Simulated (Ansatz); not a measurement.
`C[CH]([SiH3])[AlH][AlH2]` and `CC(C)[SiH3]` differ in one atom or group.

Ansatz, PBE0-D4/def2-TZVP geometries, multiplicity 1. Each molecule was computed in one conformer, which needn't be the lowest.

```json
{"property": "LUMO energy (PBE/def2-TZVPP) / eV", "`C[CH]([SiH3])[AlH][AlH2]`": "-2.84"}
{"property": "HOMO–LUMO gap (B3LYP/def2-TZVPP) / eV", "`C[CH]([SiH3])[AlH][AlH2]`": "4.32"}
{"property": "LUMO energy (ωB97M-V/def2-TZVPP) / eV", "`C[CH]([SiH3])[AlH][AlH2]`": "-0.46"}
{"property": "LUMO energy (PBE0/def2-TZVPP) / eV", "`C[CH]([SiH3])[AlH][AlH2]`": "-2.08"}
{"property": "HOMO energy (B3LYP/def2-TZVPP) / eV", "`C[CH]([SiH3])[AlH][AlH2]`": "-6.56"}
{"property": "HOMO–LUMO gap (PBE0/def2-TZVPP) / eV", "`C[CH]([SiH3])[AlH][AlH2]`": "4.66"}
```

**Question.** What does the change do to each property? (An estimate is asked.)

**Answer.** Ansatz gave: 
| property | `CC(C)[SiH3]` | shift |
| --- | --- | --- |
| LUMO energy (PBE/def2-TZVPP) / eV | -0.11 | 2.73 |
| HOMO–LUMO gap (B3LYP/def2-TZVPP) / eV | 8.38 | 4.06 |
| LUMO energy (ωB97M-V/def2-TZVPP) / eV | 2.22 | 2.68 |
| LUMO energy (PBE0/def2-TZVPP) / eV | 0.70 | 2.78 |
| HOMO energy (B3LYP/def2-TZVPP) / eV | -7.94 | -1.38 |
| HOMO–LUMO gap (PBE0/def2-TZVPP) / eV | 8.82 | 4.16 |

With PBE0 the HOMO falls by 1.39 eV and the LUMO rises by 2.78 eV, so the gap widens by about 4.17 eV. PBE moves the HOMO by -1.14 eV and ωB97M-V by -1.69 eV.

B3LYP here is the variant with VWN-RPA as its local correlation; programs differ in this.
